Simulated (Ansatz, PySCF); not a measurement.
Noncovalent pair: PH3 (SMILES P) (first 4 atoms) with Si2H6 (SMILES [SiH3][SiH3]); geometry from B3LYP-D3(BJ)/def2-TZVP, rigid monomers moved along the line of their centres of mass till H4···Si5 is 4.71 Å.
(charge 0, multiplicity 1):
```xyz
12

P     -0.36015     0.22824    -0.07538
H      0.78130    -0.17925     0.66057
H      0.36734     1.17819    -0.83875
H     -0.74947     1.18356     0.89775
Si     0.76331     0.69382     5.33110
Si    -0.72201    -1.11952     5.26916
H      0.10950     1.91870     4.81106
H      1.96462     0.41104     4.50980
H      1.19266     0.94302     6.72927
H     -1.90679    -0.83491     6.11482
H     -0.05497    -2.34114     5.78157
H     -1.18260    -1.37919     3.88406
```

Counterpoise-corrected where a basis set is named; no monomer relaxation.

Cores are frozen in the correlated methods.

Programs: Ansatz (Gaussian orbitals); PySCF for the dispersion terms. 

PBE/def2-TZVPPD gives -0.17 kcal/mol for the interaction energy.

### Question
Where do these levels fall relative to PBE: PBE-D3(BJ)/def2-TZVPPD, r2SCAN/def2-TZVPPD, B3LYP/def2-TZVPPD, wB97M-V/def2-TZVPPD, MP2/aug-cc-pV(D+d)Z, CCSD(T)/aug-cc-pV(D+d)Z.

### Answer
PBE-D3(BJ)/def2-TZVPPD -0.45; r2SCAN/def2-TZVPPD 0.04; B3LYP/def2-TZVPPD 0.34; wB97M-V/def2-TZVPPD -0.25; MP2/aug-cc-pV(D+d)Z -0.26; CCSD(T)/aug-cc-pV(D+d)Z -0.25 kcal/mol. 2 of 6 lie above PBE; the widest gap is to PBE-D3(BJ)/def2-TZVPPD.

Ansatz is an electronic-structure program.
